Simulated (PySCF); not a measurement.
Magnetic susceptibility: `CC[C@H]([C@@H](CC)F)Cl`, C6H12ClF

Cartesian coordinates in Å; atom numbers follow the order of the lines, from 1:
```xyz
20

C    -2.978    0.401    0.341
C    -1.519   -0.021    0.480
C    -0.737    0.267   -0.797
F    -0.612    1.638   -0.954
C     0.679   -0.318   -0.837
Cl    0.534   -2.095   -0.953
C     1.547    0.066    0.355
C     3.007   -0.312    0.135
H    -3.041    1.460    0.101
H    -3.465   -0.164   -0.450
H    -3.512    0.225    1.272
H    -1.456   -1.090    0.687
H    -1.058    0.525    1.304
H    -1.299   -0.082   -1.674
H     1.160    0.009   -1.765
H     1.463    1.147    0.489
H     1.174   -0.425    1.255
H     3.410    0.207   -0.731
H     3.100   -1.383   -0.027
H     3.599   -0.043    1.006
```

Method: GIAO PBE/pcSseg-1 magnetisability, rotational g tensor and spin-rotation constants, non-relativistic, gas phase (PySCF 2.14.0). Geometry: GFN2-xTB.

Q: How diamagnetic is it, and how anisotropic?

A: Isotropic -1595 × 10⁻³⁰ J/T², or -96.1 × 10⁻⁶ cm³/mol; principal values -1638, -1599, -1549 × 10⁻³⁰ J/T², anisotropy 77 × 10⁻³⁰ J/T² (root of half the summed squared differences of the principal values). The susceptibility is in cgs units.

Q: Split it along the inertial axes a, b, c into diamagnetic and paramagnetic parts about the centre of mass, with the quadrupole moment.

A: 
```csv
axis,χ (10⁻⁶ cm³/mol),diamagnetic (10⁻⁶ cm³/mol),paramagnetic (10⁻⁶ cm³/mol),summed x² of all electrons (Å²),quadrupole Θ (D Å)
a,-96.9,-640.2,543.3,255.5,+0.17
b,-97.9,-1288.4,1190.5,102.7,-2.62
c,-93.5,-1519.7,1426.2,48.2,+2.45
```
Anisotropies 2χaa − χbb − χcc = -2.4 and 2χbb − χaa − χcc = -5.4 × 10⁻⁶ cm³/mol. Θ is traceless in Buckingham's convention.

Q: And the rotational g tensor?

A: 
```tsv
axis	rotational constant (GHz)	g	nuclear part	electronic part
a	2.2229	-0.0069	0.5605	-0.5674
b	1.0582	-0.0020	0.5899	-0.5919
c	0.8597	-0.0046	0.5714	-0.5760
```
Asymmetric top; isotopes 12C, 35Cl, 19F, 1H; no vibrational averaging.
